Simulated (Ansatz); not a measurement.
Abridged output of a molecular run in Ansatz:

```
Functional definition: HF
1083 factors; integrals over basis functions are off by at most 7.3e-4 eV
mean field evaluation 1: about -18047.6126 eV, gradient 8.2e1 eV
mean field evaluation 2: about -18047.8197 eV, gradient 8.3e1 eV
mean field evaluation 4: about -18060.6854 eV, gradient 3.7e0 eV
mean field evaluation 8: about -18060.7602 eV, gradient 4.7e-1 eV
mean field -18060.76129346 eV, -663.7207355110 hartree, gradient 2.6e-6 eV, S^2 0.000000; 0 other end points of the search recorded, 0 dependent functions left out
6 core orbitals not correlated: weight in the atoms' cores, before any rotation towards them, 1.000 or more for the frozen orbitals, at most 0.000 for the correlated occupied ones
reference -18060.76129346 eV, -663.7207355110 hartree; 28, 28 occupied and 81, 81 virtual orbitals, 1083 factors
second order -43.13117820 eV of doubles, -0.00000000 eV of singles
cycle   1  -38.91902899 eV  change     4.2e0 eV  update   3.5e-1
cycle   2  -41.16638223 eV  change    -2.2e0 eV  update   2.6e-1
cycle   3  -41.45216837 eV  change   -2.9e-1 eV  update   5.2e-2
cycle   4  -41.44383500 eV  change    8.3e-3 eV  update   1.8e-2
cycle   5  -41.41371680 eV  change    3.0e-2 eV  update   4.5e-3
cycle   6  -41.41336599 eV  change    3.5e-4 eV  update   1.7e-3
cycle   7  -41.41464957 eV  change   -1.3e-3 eV  update   6.2e-4
cycle   8  -41.41402337 eV  change    6.3e-4 eV  update   1.4e-4
cycle   9  -41.41408243 eV  change   -5.9e-5 eV  update   3.9e-5
cycle  10  -41.41415939 eV  change   -7.7e-5 eV  update   1.3e-5
cycle  11  -41.41414134 eV  change    1.8e-5 eV  update   4.1e-6
perturbative correction -1.70374220 eV, -0.0626113711 hartree
Total energy: -18103.87917701 eV, -665.3052885050 hartree
```

Its atoms:

Cartesian coordinates in Å:
```
F 1.620 0.391 0.723
Mo 0.000 0.000 0.000
F -0.215 1.744 -0.462
F -0.793 0.327 1.601
F -1.620 -0.391 -0.723
F 0.793 -0.327 -1.602
F 0.215 -1.744 0.462
```

(1) Which basis set was used?
A. def2-SVP
B. def2-TZVPPD
C. def2-SVPD
D. def2-QZVPP

(2) Write the keys of the input that set method, charge and spin (a neutral closed shell needs none for the last two).

Answers

(1) A. It gives 115 functions.

(2) 
```yaml
correlation: {method: ccsd_t}
```
